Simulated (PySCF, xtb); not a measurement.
Si(F)2(SiH3)2 (F₂H₆Si₃), SMILES F[Si](F)([SiH3])[SiH3].

Harmonic wavenumbers (cm⁻¹) from xtb with GFN2-xTB at its own minimum, in rising order: 27, 29, 83, 129, 131, 192, 250, 369, 409, 439, 455, 476, 544, 759, 770, 776, 786, 798, 801, 811, 815, 2229, 2230, 2233, 2240, 2245, 2247.

Problem. What does PySCF with TPSSh-D3(BJ)/def2-SVP give at its own minimum? (The exact figures need the calculation; the answer reports its results.)

Solution. 86, 89, 94, 131, 138, 206, 268, 378, 425, 496, 537, 542, 570, 833, 867, 904, 912, 938, 944, 947, 949, 2243, 2247, 2254, 2257, 2262, 2263. Paired by order, the mean absolute difference is 56 cm⁻¹ and the zero-point energies are 33.3 and 35.4 kcal/mol.
